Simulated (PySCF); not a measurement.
C₂H₈BP.
SMILES with atom numbers: `[CH3:1][B:2]([CH3:3])[PH2:4]` (hydrogens: H5, H6, H7 on C1; H8, H9, H10 on C3; H11, H12 on P4)

The calculation used EOM-IP-CCSD/aug-cc-pVDZ in PySCF, restricted Hartree–Fock reference, 8 core orbitals frozen, non-relativistic, gas phase, PBE0-D3(BJ)/def2-SVP geometry.

Hartree–Fock orbital energies give these Koopmans values (eV): HOMO 9.52, HOMO-1 11.90, HOMO-2 12.48, HOMO-3 13.83, HOMO-4 14.45, HOMO-5 15.14, HOMO-6 15.28, HOMO-7 15.65.

Task: What vertical ionisation energies does EOM-IP-CCSD give?

Result: 
| leading hole (HF orbital) | Koopmans (eV) | EOM-IP-CCSD (eV) | change (eV) | one-hole share |
| --- | --- | --- | --- | --- |
| HOMO | 9.52 | 9.20 | -0.32 | 0.96 |
| HOMO-1 | 11.90 | 11.12 | -0.78 | 0.95 |
| HOMO-2 | 12.48 | 11.31 | -1.17 | 0.95 |
| HOMO-3 | 13.83 | 13.02 | -0.81 | 0.95 |
| HOMO-4 | 14.45 | 13.56 | -0.89 | 0.95 |
| HOMO-5 | 15.14 | 14.16 | -0.98 | 0.94 |
| HOMO-6 | 15.28 | 14.37 | -0.91 | 0.95 |
| HOMO-7 | 15.65 | 14.62 | -1.03 | 0.95 |

Task: Does the order of the lines follow the orbital energies?

Result: Yes, no two lines change places. The corrections run from -1.17 to -0.32 eV, with a mean of -0.86 eV over the 8 lines; no line lies above its Koopmans value.

Task: At what kinetic energies would He I light (21.22 eV) eject these electrons?

Result: 12.02 eV (HOMO), 10.10 eV (HOMO-1), 9.91 eV (HOMO-2), 8.20 eV (HOMO-3), 7.66 eV (HOMO-4), 7.06 eV (HOMO-5), 6.85 eV (HOMO-6), 6.60 eV (HOMO-7).

One root was sought for each valence orbital with −ε under 21 eV, eight at most, so deeper holes and satellites are missing; no vibrational structure.

Shape of the structure used: `[CH3:1][B:2]([CH3:3])[PH2:4]`: H–P4–B2–C1 47°, H–P4–B2–C1 148°.

One conformer stands for the species.
